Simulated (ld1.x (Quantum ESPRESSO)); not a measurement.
# An all-electron radial function and its pseudo partner (Cu (Z = 29))

Columns: radius, all-electron u(r) and pseudo u(r) of the 4p shell (level -1.70 eV) of copper in the configuration [Ar] 3d10 4s0 4p1; PBEsol, scalar-relativistic, PAW scheme, ld1.x (Quantum ESPRESSO) 7.5.

```csv
r (bohr),all-electron,pseudo
0.130,0.0890,0.0031
0.260,-0.0053,0.0124
0.390,-0.1115,0.0274
0.520,-0.1521,0.0476
0.650,-0.1371,0.0722
0.780,-0.0906,0.1002
0.910,-0.0305,0.1306
1.040,0.0330,0.1626
1.170,0.0945,0.1950
1.300,0.1514,0.2271
1.430,0.2029,0.2582
1.560,0.2486,0.2877
1.690,0.2887,0.3153
1.820,0.3236,0.3407
1.950,0.3536,0.3638
2.080,0.3793,0.3847
2.210,0.4009,0.4033
2.340,0.4189,0.4197
2.470,0.4337,0.4339
2.600,0.4457,0.4457
2.730,0.4551,0.4551
2.860,0.4623,0.4623
2.990,0.4674,0.4674
3.120,0.4707,0.4707
3.250,0.4725,0.4725
3.380,0.4728,0.4728
```

Q: How many radial nodes do the two functions have?

A: The all-electron 4p function has n − l − 1 = 2; the pseudo-wave has 0, since the states of the same l below it are removed with the core.

Q: At about which radius was the pseudo-wave matched?

A: 2.60 bohr, where the columns begin to agree (steps of 0.13 bohr).

Q: Is the pseudo-wave norm-conserving?

A: No, it belongs to a PAW set: the norm inside the radius is not constrained, and the difference is carried by the augmentation charge.
